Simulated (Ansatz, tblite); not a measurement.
Spin states of Mg4Te4 (the lowest singlet isomer of a short search), each relaxed with PBE-D4/def2-SVP in Ansatz. Electronic energies in the gas phase.

In the def2 sets Te takes a core potential, while STO-3G treats all electrons; there is no spin–orbit coupling. The xTB rows come from tblite. HSE06 is defined as in plane-wave codes, on full-range PBE exchange. The structure comes from a short search, and lower isomers may exist.

Singlet geometry (Td within 0.1 Å):

```xyz
8

Mg   -1.614   -0.628   -0.865
Mg    1.398   -1.325   -0.200
Mg   -0.349    0.291    1.882
Mg    0.566    1.661   -0.817
Te    0.497   -0.417   -2.691
Te    2.306    0.898    1.238
Te   -0.807   -2.376    1.167
Te   -1.996    1.895    0.286
```

Triplet geometry (C2v within 0.1 Å):

| atom | x (Å) | y (Å) | z (Å) |
| --- | --- | --- | --- |
| Mg1 | -1.916 | -0.340 | 1.295 |
| Mg2 | 1.340 | -0.861 | 0.923 |
| Mg3 | 0.260 | 1.822 | 0.035 |
| Mg4 | 0.350 | -0.599 | -2.231 |
| Te5 | -0.701 | -2.429 | -0.274 |
| Te6 | 2.537 | 0.665 | -1.077 |
| Te7 | 0.130 | 0.935 | 2.674 |
| Te8 | -2.002 | 0.807 | -1.344 |

Quintet geometry (D2d within 0.1 Å):

```xyz
8

Mg    0.017    0.866    2.016
Mg    1.530   -1.107   -1.117
Mg   -0.075    1.839   -1.194
Mg   -1.473   -1.599    0.296
Te    1.064   -1.763    1.624
Te   -1.014   -0.603   -2.343
Te    2.287    1.244    0.321
Te   -2.337    1.123    0.397
```

⟨S²⟩: triplet 2.01 at PBE0-D4/def2-TZVP (pure 2.00), quintet 6.02 at PBE0-D4/def2-TZVP (pure 6.00).

Only these spin states were relaxed. The triplet has other bonds than the singlet, so the gap mixes isomer and spin. The quintet has other bonds than the singlet, so the gap mixes isomer and spin.

(1) Estimate which spin state lies lowest at each of these levels, and by how much: GFN1-xTB; GFN2-xTB; HF/STO-3G; HF/def2-TZVP; PBE-D4/def2-TZVP; r2SCAN-D4/def2-TZVP; PBE0-D4/def2-TZVP; HSE06-D4/def2-TZVP.

## Answers

(1) 
| level | triplet − singlet (kcal/mol) | quintet − singlet (kcal/mol) | lowest of these |
| --- | --- | --- | --- |
| GFN1-xTB | 42.5 | 93.1 | singlet |
| GFN2-xTB | 60.4 | 125.2 | singlet |
| HF/STO-3G | 108.6 | 221.4 | singlet |
| HF/def2-TZVP | 58.0 | 114.1 | singlet |
| PBE-D4/def2-TZVP | 45.0 | 91.0 | singlet |
| r2SCAN-D4/def2-TZVP | 48.6 | 97.1 | singlet |
| PBE0-D4/def2-TZVP | 50.9 | 102.3 | singlet |
| HSE06-D4/def2-TZVP | 50.1 | 100.7 | singlet |

Change of the quintet − singlet gap on mixing in exact exchange, in kcal/mol: PBE to PBE0 (25 % exact exchange) 11.3. The xTB methods have no spin-polarisation term.
